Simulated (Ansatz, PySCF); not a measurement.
System: LiO, net charge 0, doublet state. 
Geometry from a B3LYP-D3(BJ)/def2-TZVP (Ansatz, a first-principles code) optimisation:
```
Li
O 1 1.6831
```
Charge 0, spin multiplicity 2.

Dipole moments at this geometry, in debye (magnitudes).

| level | program | dipole (D) |
|---|---|---|
| B97M-V/def2-TZVPD | Ansatz | 6.53 |
| B3LYP/def2-TZVPD | Ansatz | 6.51 |
| PBE0/def2-TZVPD | Ansatz | 6.54 |
| r2SCAN0/def2-TZVPD | Ansatz | 6.63 |
| M06-2X/def2-TZVPD | PySCF | 6.60 |
| HSE06/def2-TZVPD | Ansatz | 6.54 |
| LC-wPBE/def2-TZVPD | Ansatz | 6.61 |
| wB97X-V/def2-TZVPD | Ansatz | 6.59 |
| CCSD(T)/def2-SVPD | Ansatz | ___ |

Q: Complete the blanks.

A: 
- CCSD(T)/def2-SVPD, dipole (D): 6.72
